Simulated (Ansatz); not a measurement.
C3H4N2, charge -1, doublet, at a GFN2-xTB geometry (a state made from the parent by changing its charge; the spin is typed, not shown lowest) (a gas-phase anion, which may not be bound at this level), atoms displaced at random by about 0.08 Å a coordinate; Ansatz (a quantum-chemistry and plane-wave program) with PBE/STO-3G, gradient.

Here is a job for Ansatz.
Ansatz 0.2 input:
```yaml
crystal:
  periodic: [false, false, false]
  atoms:
    - {symbol: C, position_ang: [0.13049813, 1.12629092, 0.11567488]}
    - {symbol: C, position_ang: [1.03765932, 0.37272486, -0.14694291]}
    - {symbol: N, position_ang: [0.80771453, -0.95120386, -0.02540772]}
    - {symbol: N, position_ang: [-0.59358322, -0.88518591, 0.15581252]}
    - {symbol: C, position_ang: [-1.06289679, 0.47119118, 0.03795442]}
    - {symbol: H, position_ang: [0.25413992, 2.11741102, 0.03426425]}
    - {symbol: H, position_ang: [2.08861257, 0.50945177, -0.09851489]}
    - {symbol: H, position_ang: [-0.96492151, -1.44696301, -0.69148954]}
    - {symbol: H, position_ang: [-2.07041572, 0.63239592, 0.54369106]}
basis:
  gaussian:
    orbitals: STO-3G
hamiltonian:
  xc: pbe
total_charge: -1
magnetization: {spin_polarized: true, initial_magnetization: 1}
output: {forces: true}
```

What the program printed (banner, timings and long lists left out):

```
Functional definition: PBE
415 factors; integrals over basis functions are off by at most 4.1e-5 eV
mean field evaluation 1: about -6061.2536 eV, gradient 1.4e1 eV
mean field evaluation 2: about -6059.0584 eV, gradient 2.5e1 eV
mean field evaluation 4: about -6062.3987 eV, gradient 2.7e0 eV
mean field evaluation 8: about -6062.3404 eV, gradient 5.0e-2 eV
mean field -6062.34041934 eV, -222.7869012088 hartree, gradient 5.8e-5 eV, S^2 0.754969; 0 other end points of the search recorded, 0 dependent functions left out
the calculation of the forces begins
reference -6062.34043763 eV, -222.7869018810 hartree; 19, 18 occupied and 10, 11 virtual orbitals, 415 factors
Total energy: -6062.34043763 eV, -222.7869018810 hartree
Atom 0 at     0.130498     1.126291     0.115675 Å, force    -9.371541     9.843685     2.127917 eV/Å
Atom 1 at     1.037659     0.372725    -0.146943 Å, force    14.095659    -8.101993    -1.409135 eV/Å
Atom 2 at     0.807715    -0.951204    -0.025408 Å, force     2.099640    -3.602995    -0.843686 eV/Å
Atom 3 at    -0.593583    -0.885186     0.155813 Å, force    -4.181799    -3.835153     0.047287 eV/Å
Atom 4 at    -1.062897     0.471191     0.037954 Å, force    -5.069485    -0.598312     0.532555 eV/Å
Atom 5 at     0.254140     2.117411     0.034264 Å, force     0.164352     5.100091     0.059768 eV/Å
Atom 6 at     2.088613     0.509452    -0.098515 Å, force     1.824736     1.431960    -0.461441 eV/Å
Atom 7 at    -0.964922    -1.446963    -0.691490 Å, force    -0.659796    -0.648174     0.113048 eV/Å
Atom 8 at    -2.070416     0.632396     0.543691 Å, force     1.098234     0.410890    -0.166312 eV/Å
Dipole moment:    -0.094536     0.188286    -0.105459 e Å
```
